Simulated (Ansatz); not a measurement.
TePb3Cl4, relaxed as a singlet with RKS r2SCAN-D4/def2-SVP in Ansatz, starting from the GFN1-xTB geometry. Force threshold 0.02 eV/Å.

In the def2 sets Pb, Te take a core potential; there is no spin–orbit coupling. The structure comes from a short search, and lower isomers may exist.

Start:

```xyz
8

Pb    1.227   -2.236   -1.008
Pb   -1.704    0.797   -0.945
Pb    0.397    0.635    1.967
Te   -1.038   -1.556    0.662
Cl    0.070   -0.555   -2.699
Cl    0.612    1.922   -0.336
Cl   -2.116    1.738    1.623
Cl    2.551   -0.746    0.737
```

Problem. Estimate the energy that the relaxation releases and the steps that it takes.

Solution. 21.2 kJ/mol, in 8 steps; 79 s on 4 threads of Arm Neoverse N1 on a shared host. No frequencies were taken in this run, so the end may be a saddle point.

Problem. Does the start keep its bonding and symmetry?

Solution. By distances, no bond broke or formed. The bond that changes most is Pb2–Cl5, from 2.84 to 2.95 Å (atoms count from 1). Point group Cs at the start, Cs at the end, both within 0.05 Å.

Problem. Predict the relaxed structure.

Solution. 
| atom | x (Å) | y (Å) | z (Å) |
| --- | --- | --- | --- |
| Pb1 | 1.207 | -2.229 | -0.994 |
| Pb2 | -1.720 | 0.795 | -0.941 |
| Pb3 | 0.388 | 0.633 | 1.981 |
| Te4 | -1.159 | -1.665 | 0.744 |
| Cl5 | 0.151 | -0.555 | -2.773 |
| Cl6 | 0.646 | 1.994 | -0.355 |
| Cl7 | -2.157 | 1.773 | 1.655 |
| Cl8 | 2.645 | -0.746 | 0.684 |
Bond lengths (bridged metal pairs left out): 8 × Cl–Pb 2.66 to 2.95 Å; 3 × Pb–Te 2.99 to 3.03 Å.
